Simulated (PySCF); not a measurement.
Choosing a molecule for a target property.

Species are written as SMILES; each is one conformer at its optimised geometry, gas phase, non-relativistic unless stated. Electronic properties by PySCF.

Dipoles, sizes and rotational constants follow the conformer. The torsions of the flexible species, by atom-mapped SMILES:
- `[CH3:1][SiH2:2][CH2:3][C@@H:4]1[CH:5]=[CH:6][Si@H:7]1[F:8]`: C1–Si2–C3–C4 180°, Si2–C3–C4–C5 177°
- `[CH3:1][CH2:2][O:3][C:4]1=[CH:5][C:6](=[O:7])[Si@H:8]1[CH2:9][CH3:10]`: C1–C2–O3–C4 180°, C2–O3–C4–C5 0°, C6–Si8–C9–C10 150°
- `[CH3:1][N:2]([CH3:3])[Si:4]([CH3:5])([SiH3:6])[SiH3:7]`: C1–N2–Si4–C5 -169°
- `[CH3:1][C:2]#[C:3][SiH2:4][CH2:5][S:6][SiH2:7][Cl:8]`: C3–Si4–C5–S6 179°, Si4–C5–S6–Si7 78°, C5–S6–Si7–Cl8 39°
- `[F:1][CH2:2][SiH2:3][C@H:4]([CH2:5][F:6])[CH:7]([Cl:8])[Cl:9]`: F1–C2–Si3–C4 42°, C2–Si3–C4–C5 164°, Si3–C4–C5–F6 42°, Si3–C4–C7–Cl8 53°
- `[CH2:1]=[CH:2][C:3](=[CH2:4])[SiH2:5][S:6][SiH2:7][Cl:8]`: C1–C2–C3–C4 178°, C2–C3–Si5–S6 63°, C3–Si5–S6–Si7 40°, Si5–S6–Si7–Cl8 51°
- `[CH3:1][N:2]([CH3:3])[SiH2:4][C@H:5]([F:6])[CH2:7][C:8]#[N:9]`: C1–N2–Si4–C5 -50°, N2–Si4–C5–F6 73°, Si4–C5–C7–C8 -169°

(1) Wanted: smallest rotational constant between 0.4 GHz and 0.56 GHz (GFN2-xTB) and HOMO–LUMO gap below 6 eV (PBE0/pcSseg-1), at GFN2-xTB geometries. Which candidate meets both?
A. `CC#C[SiH2]CS[SiH2]Cl`
B. `C[SiH2]C[C@@H]1C=C[Si@H]1F`
C. `CN(C)[Si](C)([SiH3])[SiH3]`
D. `CCOC1=CC(=O)[Si@H]1CC`

(2) Wanted: HOMO energy between -7.5 eV and -6.5 eV (PBE0/pcSseg-1) and dipole moment below 3 D (PBE0/pcSseg-1), at GFN2-xTB geometries. Which candidate meets both?
A. `C[SiH2]C[C@@H]1C=C[Si@H]1F`
B. `FC[SiH2][C@H](CF)C(Cl)Cl`
C. `C([SiH2]S[SiH2]Cl)(C=C)=C`
D. `CN(C)[SiH2][C@H](F)CC#N`
E. `CCOC1=CC(=O)[Si@H]1CC`

Results:

(1) D. Computed values:
```
                   species  smallest rotational constant  HOMO–LUMO gap
      CC#C[SiH2]CS[SiH2]Cl                     0.359 GHz        6.50 eV
     CCOC1=CC(=O)[Si@H]1CC                     0.511 GHz        5.39 eV
C[SiH2]C[C@@H]1C=C[Si@H]1F                     0.607 GHz        7.27 eV
CN(C)[Si](C)([SiH3])[SiH3]                     0.902 GHz        5.70 eV
```

(2) C. Computed values:
| species | HOMO energy | dipole moment |
| --- | --- | --- |
| FC[SiH2][C@H](CF)C(Cl)Cl | -8.69 eV | 1.22 D |
| C[SiH2]C[C@@H]1C=C[Si@H]1F | -7.80 eV | 2.35 D |
| C([SiH2]S[SiH2]Cl)(C=C)=C | -7.20 eV | 2.00 D |
| CN(C)[SiH2][C@H](F)CC#N | -6.84 eV | 5.37 D |
| CCOC1=CC(=O)[Si@H]1CC | -6.20 eV | 4.55 D |
